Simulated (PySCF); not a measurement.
Radial density of In²⁺ (indium, charge +2)

UHF, [Kr] 4d9 5s1 5p1, one real determinant (an excited configuration). Calculation: PySCF 2.14, in x2c-QZVPPall (13s9p7d4f1g, 112 functions); the spin-free X2C one-electron Hamiltonian (Gaussian nucleus).

| r (bohr) | 4πr²ρ (e/bohr) | 4πr²(ρα − ρβ) |
| --- | --- | --- |
| 0.0230 | 62.84 | 0.0090 |
| 0.0386 | 54.09 | 0.0106 |
| 0.0649 | 68.56 | 0.0486 |
| 0.109 | 76.52 | 0.1174 |
| 0.184 | 54.77 | 0.2922 |
| 0.309 | 62.70 | 0.1710 |
| 0.520 | 21.09 | 0.2748 |
| 0.874 | 21.35 | 1.0882 |
| 1.47 | 6.719 | 0.9551 |
| 2.47 | 1.314 | 1.0265 |
| 4.16 | 0.1431 | 0.1415 |
| 7.00 | 0.001214 | 0.0012 |

Densities and radii are taken from the X2C orbitals without a picture-change correction, which distorts them close to the nucleus.

⟨L²⟩ = 8.05 against 12 for a pure F term, so this real determinant mixes terms.
